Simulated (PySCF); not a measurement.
# How methods differ on the excitation energy of Ba⁺

Ba⁺ [Xe] 6s1 (2S) → Ba⁺ [Xe] 6p1 (2P), as a difference of total energies. All numbers are calculated (PySCF 2.14, the spin-free X2C one-electron Hamiltonian (Gaussian nucleus), in ANO-RCC-VTZP (8s7p4d2f1g, 72 functions)). Correlated levels: valence and next inner shell: [Kr] 4d10 frozen. The calculations carry no spin-orbit coupling.

```json
{"method": "UHF", "excitation energy (cm⁻¹)": "19022"}
{"method": "MP2 (valence and next inner shell)", "excitation energy (cm⁻¹)": "20670"}
{"method": "SCS-MP2 (valence and next inner shell)", "excitation energy (cm⁻¹)": "20313"}
{"method": "CCSD (valence and next inner shell)", "excitation energy (cm⁻¹)": "20440"}
{"method": "CCSD(T) (valence and next inner shell)", "excitation energy (cm⁻¹)": "20547"}
```

Errors of the correlated levels include the incompleteness of this basis and the frozen core.

The basis was made for the ground configuration and has no added diffuse functions, so the excitation energy can come out too high.

For comparison: 21389 cm⁻¹ (measured; NIST levels, between the centres of gravity of the two terms).
